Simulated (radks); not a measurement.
Initial-state core-level shifts of the bromine ion Br+ when its valence configuration changes from [Ar] 3d10 4s2 4p4. Calculated with a radial shooting solver on a logarithmic mesh with Libxc functionals: scalar-relativistic Kohn-Sham, BLYP, spin-polarised, spherical densities, finite nucleus; open shells are filled with parallel spins first; Fermi nuclear charge, rms radius 4.1629 fm. Shifts are changes of the shell-averaged eigenvalues in eV (positive: less bound); the change of the density at the nucleus, which sets a Mossbauer isomer shift, is in e/bohr^3, on a base of 4.501e+04.

valence                1s       2s       2p       3p  density at nucleus
3d10 4s1 4p5       -1.626   -1.598   -1.588   -1.603             -37.094
3d8 4s2 4p6       -32.261  -35.739  -35.501  -26.361             +38.049
3d9 4s2 4p5       -15.773  -17.446  -17.325  -13.091             +18.460
3d9.5 4s1.5 4p5    -8.585   -9.394   -9.327   -7.298             -10.317
3d9 4s1 4p6       -17.282  -18.943  -18.809  -14.580             -22.490
3d10 4p6           -3.281   -3.223   -3.202   -3.227             -75.735
3d10 4s1.5 4p4.5   -0.818   -0.804   -0.799   -0.806             -18.434
3d9.5 4s2 4p4.5    -7.798   -8.616   -8.555   -6.522              +9.087
3d8.5 4s1.5 4p6   -24.659  -27.216  -27.029  -20.427              +6.768
